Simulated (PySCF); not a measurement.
# Fe²⁺ (iron, charge +2) across methods

[Ar] 3d5 4s1, high-spin 7S determinant (an excited configuration). Computed with PySCF 2.14 in aug-cc-pVTZ, with no relativity, point nucleus.

```
 method  E (hartree)  mean ε 3p β (eV)  mean ε 3d α (eV)  mean ε 4s α (eV)  Σ⟨r²⟩ (bohr²)    ⟨S²⟩
   PBE0    -1262.432           -84.140           -37.017           -23.880          19.95  12.000
LC-wPBE    -1262.432           -86.640           -39.443           -26.452          19.96  12.000
 r2SCAN    -1262.629           -81.833           -34.787           -23.325          19.89  12.000
 PBEsol    -1261.212           -80.917           -34.141           -23.102          19.97  12.000
    UHF  -1261.56456           -91.902           -44.971           -25.917          20.04  12.001
    PBE    -1262.378           -81.000           -34.121           -23.069          20.00  12.000
   PW91    -1262.707           -81.127           -34.227           -23.175          19.99  12.000
    M06    -1262.591           -84.491           -36.919           -24.006          19.89  12.001
    LDA    -1260.133           -81.134           -34.345           -23.368          19.96  12.000
```
